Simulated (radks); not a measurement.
Problem. Successive ionisation energies (eV) of one element, from differences of total energies of ions in their ground configurations, starting at charge 12: 336.66, 897.68, 982.07, 1069.0, 1158.2, 1258.9, 1352.9, 1489.5, 1566.7, 6886.7, 7212.6. Calculated with a radial shooting solver on a logarithmic mesh with Libxc functionals: Dirac Kohn-Sham, PBE, spin-unpolarised, spherical densities, point nucleus; open shells fill j = l - 1/2 first. Which element is it?

Solution. Vanadium (Z = 23). The first species listed is V12+ in [Ne] 3s1, the last V22+ in 1s1.
